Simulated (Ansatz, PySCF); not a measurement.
Dimer: SiH4 (SMILES [SiH4]) (first 5 atoms) with C2H6 (SMILES CC); geometry from B3LYP-D3(BJ)/def2-TZVP, rigid monomers moved along the line of their centres of mass till Si1···C6 is 5.24 Å.
(charge 0, multiplicity 1):
```json
[
 {"atom": "Si", "x (Å)": "-0.0194", "y (Å)": "0.3052", "z (Å)": "0.2851"},
 {"atom": "H", "x (Å)": "-1.4907", "y (Å)": "0.4006", "z (Å)": "0.4108"},
 {"atom": "H", "x (Å)": "0.4357", "y (Å)": "-1.0132", "z (Å)": "0.7795"},
 {"atom": "H", "x (Å)": "0.6167", "y (Å)": "1.3767", "z (Å)": "1.0833"},
 {"atom": "H", "x (Å)": "0.3647", "y (Å)": "0.4569", "z (Å)": "-1.1369"},
 {"atom": "C", "x (Å)": "-0.7162", "y (Å)": "-0.3032", "z (Å)": "5.4475"},
 {"atom": "C", "x (Å)": "0.7638", "y (Å)": "-0.4630", "z (Å)": "5.7811"},
 {"atom": "H", "x (Å)": "-1.0576", "y (Å)": "-1.0868", "z (Å)": "4.7681"},
 {"atom": "H", "x (Å)": "-0.9146", "y (Å)": "0.6584", "z (Å)": "4.9701"},
 {"atom": "H", "x (Å)": "-1.3344", "y (Å)": "-0.3564", "z (Å)": "6.3458"},
 {"atom": "H", "x (Å)": "0.9608", "y (Å)": "-1.4239", "z (Å)": "6.2603"},
 {"atom": "H", "x (Å)": "1.1039", "y (Å)": "0.3208", "z (Å)": "6.4607"},
 {"atom": "H", "x (Å)": "1.3816", "y (Å)": "-0.4104", "z (Å)": "4.8828"}
]
```

Monomers are frozen at their geometry in the pair; levels with a basis set take the counterpoise correction.

Cores are frozen in the correlated methods.

Programs: Ansatz (Gaussian orbitals); PySCF for the dispersion terms. Values without a source in brackets are computed.

PBE/def2-TZVPPD gives -0.11 kcal/mol for the interaction energy.

Question: How do the other levels lie against it? Give each less PBE: PBE-D3(BJ)/def2-TZVPPD, r2SCAN/def2-TZVPPD, B3LYP/def2-TZVPPD, wB97M-V/def2-TZVPPD, MP2/aug-cc-pV(D+d)Z, CCSD(T)/aug-cc-pV(D+d)Z.

Answer: PBE-D3(BJ)/def2-TZVPPD -0.26; r2SCAN/def2-TZVPPD 0.03; B3LYP/def2-TZVPPD 0.20; wB97M-V/def2-TZVPPD -0.17; MP2/aug-cc-pV(D+d)Z -0.14; CCSD(T)/aug-cc-pV(D+d)Z -0.15 kcal/mol. 2 of 6 lie above PBE; the widest gap is to PBE-D3(BJ)/def2-TZVPPD.

Ansatz is a quantum-chemistry and plane-wave program.
